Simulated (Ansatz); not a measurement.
Input for Ansatz (development build ahead of 0.2.0):

```yaml
crystal:
  periodic: [false, false, false]
  atoms:
    - { symbol: H, position_ang: [2.34848, -0.11673, 0.23207] }
    - { symbol: H, position_ang: [2.3127, 0.18136, -0.30208] }
    - { symbol: H, position_ang: [-0.03395, 2.08807, 0.27869] }
    - { symbol: H, position_ang: [-0.05164, 2.35472, -0.53992] }
    - { symbol: H, position_ang: [-2.13961, -0.11121, 0.48167] }
    - { symbol: H, position_ang: [-2.45362, -0.01965, -0.31362] }
    - { symbol: H, position_ang: [0.00616, -2.08021, 0.45151] }
    - { symbol: H, position_ang: [0.03733, -2.4488, -0.43315] }
basis:
  gaussian: { orbitals: def2-SVP }
hamiltonian:
  xc: hf
output:
  forces: true
```

The input is written out in the form of the current development build from the run's settings.

The run gave:

| Item | Value |
| --- | --- |
| Converged | yes |
| Total energy | -4.46043 hartree |

Forces (eV/Å):
| atom | Fx | Fy | Fz |
| --- | --- | --- | --- |
| H1 | 0.499 | -3.990 | 7.144 |
| H2 | -0.468 | 3.992 | -7.142 |
| H3 | -0.060 | 1.013 | -3.058 |
| H4 | 0.068 | -0.975 | 3.053 |
| H5 | -1.198 | 0.342 | -2.956 |
| H6 | 1.146 | -0.338 | 2.959 |
| H7 | 0.156 | -1.787 | -4.231 |
| H8 | -0.143 | 1.744 | 4.231 |

Caution: stretched shape with no unrestricted run beside it, a lower state can exist.
